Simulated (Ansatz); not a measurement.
The cluster Mg₃O₂⁺, relaxed as a doublet with UKS PBE-D4/def2-SVP in Ansatz, starting from the GFN1-xTB geometry. Force threshold 0.02 eV/Å.

The structure comes from a short search, and lower isomers may exist.

Start:

```xyz
5

Mg    0.293    0.749    1.226
Mg    1.563   -2.033   -0.694
Mg   -1.140    0.353   -0.850
O    -1.164    1.512    0.514
O     0.447   -0.581   -0.196
```

```csv
step,energy (eV),largest force component (eV/Å),SCF passes
1,-20400.9989,1.492,37
2,-20401.0660,0.826,35
3,-20401.0952,0.228,35
4,-20401.1011,0.044,36
5,-20401.1012,0.002,32
```

Force components are those of the run's own axes.

End:

```xyz
5

Mg    0.308    0.742    1.234
Mg    1.577   -2.051   -0.699
Mg   -1.141    0.342   -0.865
O    -1.209    1.573    0.536
O     0.466   -0.606   -0.206
```

By distances, no bond broke or formed. The bond that changes most is Mg3–O4, from 1.79 to 1.87 Å (atoms count from 1).

No frequencies were taken in this run, so the end may be a saddle point.

Run time 11 s (4 threads of Arm Neoverse V2 on a shared host).
